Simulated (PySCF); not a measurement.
Trends in electronic spectra. Method used: TDDFT CAM-B3LYP/def2-SVPD, vertical, gas phase, core orbitals frozen in the response (PySCF). Geometries: PBE0-D3(BJ)/def2-SVP; one conformer of each isolated species. Triplets are in the Tamm–Dancoff approximation. Relativistic effects are left out although some hold elements past zinc.

Question: Rank by computed lowest singlet excitation energy, lowest first.
A. `C#C[C@@H]1CC[C@]1(F)OC`
B. `O=C[C@@]12CC[C@@H]1C[C@H]2F`
C. `CC(C)O[SiH2]C[SiH3]`
D. `OCB(F)F`
E. `[H][Ge]([H])([H])[CH2]C`
F. `C=C[C@H]1CCC(F)=CO1`
G. `s1nccc1Br`
H. `O=C1C[C@@H]2C[C@H](F)[C@H]1C2`

Answer: B (4.15 eV), H (4.33 eV), G (5.57 eV), F (5.82 eV), A (6.37 eV), D (7.07 eV), C (7.40 eV), E (7.68 eV).

| SMILES | S1 (eV) | T1 (eV) | first f ≥ 0.01 (nm) | α (au) | LUMO (eV) | S1 mainly |
| --- | --- | --- | --- | --- | --- | --- |
| O=C[C@@]12CC[C@@H]1C[C@H]2F | 4.15 | 3.56 | 186 | 79.1 | 0.12 | H→L (91%) |
| O=C1C[C@@H]2C[C@H](F)[C@H]1C2 | 4.33 | 3.79 | 175 | 77.2 | 0.54 | H→L (92%) |
| Brc1ccns1 | 5.57 | 3.82 | 222 | 78.4 | -0.37 | H-2→L (84%) |
| C=C[C@H]1CCC(F)=CO1 | 5.82 | 4.08 | 213 | 84.6 | 0.95 | H→L (94%) |
| C#C[C@@H]1CC[C@]1(F)OC | 6.37 | 5.25 | 165 | 83.2 | 1.33 | H-1→L+2 (37%) |
| OCB(F)F | 7.07 | 6.64 | 172 | 31.8 | 0.64 | H→L (72%) |
| CC(C)O[SiH2]C[SiH3] | 7.40 | – | 159 | 107.0 | 1.17 | H→L+1 (57%) |
| [H][Ge]([H])([H])[CH2]C | 7.68 | 7.35 | 147 | 58.8 | 1.03 | H→L (88%) |

H and L stand for HOMO and LUMO; a dash means that no computed state gives the value.

- `O=C[C@@]12CC[C@@H]1C[C@H]2F`: S1 has the pattern of n→π* at C=O.
- `O=C1C[C@@H]2C[C@H](F)[C@H]1C2`: S1 has the pattern of n→π* at C=O.
- `Brc1ccns1`: Löwdin shares by element: HOMO bromine 34%, carbon 32% or more, nitrogen 20%; LUMO carbon 36% or more, sulfur 22%, nitrogen 19% (atoms not listed hold the other 22%).
- `C=C[C@H]1CCC(F)=CO1`: Löwdin shares by element: HOMO carbon 50% or more, oxygen 24%, fluorine 11% (atoms not listed hold the other 15%); LUMO carbon 61% or more, hydrogen 12% or more (atoms not listed hold the other 27%).
- `C#C[C@@H]1CC[C@]1(F)OC`: Löwdin shares by element: HOMO carbon 61% or more, oxygen 12% (atoms not listed hold the other 27%); LUMO carbon 45% or more (atoms not listed hold the other 55%).
- `OCB(F)F`: Löwdin shares by element: HOMO oxygen 62%, carbon 17%, hydrogen 9% or more, boron 5%; LUMO boron 57%, carbon 11%, oxygen 7%, fluorine 6% or more (atoms not listed hold the other 18%).
- `CC(C)O[SiH2]C[SiH3]`: Löwdin shares by element: HOMO oxygen 44%, silicon 13% or more, hydrogen 11% or more, carbon 8% or more (atoms not listed hold the other 24%); LUMO silicon 40%, carbon 7% or more, hydrogen 5% or more (atoms not listed hold the other 48%).
- `[H][Ge]([H])([H])[CH2]C`: Löwdin shares by element: HOMO carbon 47%, germanium 24%, hydrogen 7% or more (atoms not listed hold the other 22%); LUMO germanium 46%, carbon 18%, hydrogen 7% or more (atoms not listed hold the other 29%).
